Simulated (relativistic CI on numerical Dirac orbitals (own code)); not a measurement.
**Slater and spin-orbit integrals, Au XXXIII**

Calculated at this level of theory: Dirac-Coulomb-Breit CI, KLI orbitals optimised for each configuration, model QED (radiative potential, 1s self-energy scaled to tabulated hydrogen-like ionisation energies), unscaled Slater integrals (own radial code, finite nucleus).

Slater integrals F^k, G^k are unscaled and averaged over j, outside the closed core [Ar] 3d10; ζ comes from projecting the Hamiltonian with its Breit term on Σ l·s of the shell.

- 4s2 4p6 4d10 4f: ζ(4f) = 13256 cm⁻¹; <r>(4f) = 0.3865, <r^2>(4f) = 0.1705 (bohr units).
- 4s2 4p6 4d9 4f2: ζ(4d) = 73838, F^2(4f,4f) = 272390, F^4(4f,4f) = 177990, F^6(4f,4f) = 130300, F^2(4d,4f) = 247200, F^4(4d,4f) = 160980, G^1(4d,4f) = 259170, G^3(4d,4f) = 177120, G^5(4d,4f) = 129660, ζ(4f) = 13135 cm⁻¹; <r>(4d) = 0.407, <r^2>(4d) = 0.1895, <r>(4f) = 0.3871, <r^2>(4f) = 0.171 (bohr units).
- 4s2 4p6 4d10 5p: ζ(5p) = 225670 cm⁻¹; <r>(5p) = 0.7305, <r^2>(5p) = 0.5974 (bohr units).

Averages of the first 10 configurations, taken without configuration mixing, which lowers the lowest level and can move excited configurations by several eV; other configurations of the list can lie among them:

| Configuration | Parity | States | Average energy above the lowest level (eV) |
| --- | --- | --- | --- |
| 4s2 4p6 4d10 4f | odd | 14 | 4.0 |
| 4s2 4p6 4d9 4f2 | even | 910 | 245.4 |
| 4s2 4p6 4d10 5s | even | 2 | 215.3 |
| 4s2 4p6 4d10 5p | odd | 6 | 295.1 |
| 4s2 4p5 4d10 4f2 | odd | 546 | 498.5 |
| 4s2 4p6 4d10 5d | even | 10 | 396.8 |
| 4s 4p6 4d10 4f2 | even | 182 | 697.3 |
| 4s2 4p4 4d10 4f3 | odd | 5460 | 993.6 |
| 4s2 4p6 4d9 4f 5s | odd | 280 | 454.1 |
| 4s2 4p6 4d9 5s2 | even | 10 | 675.3 |
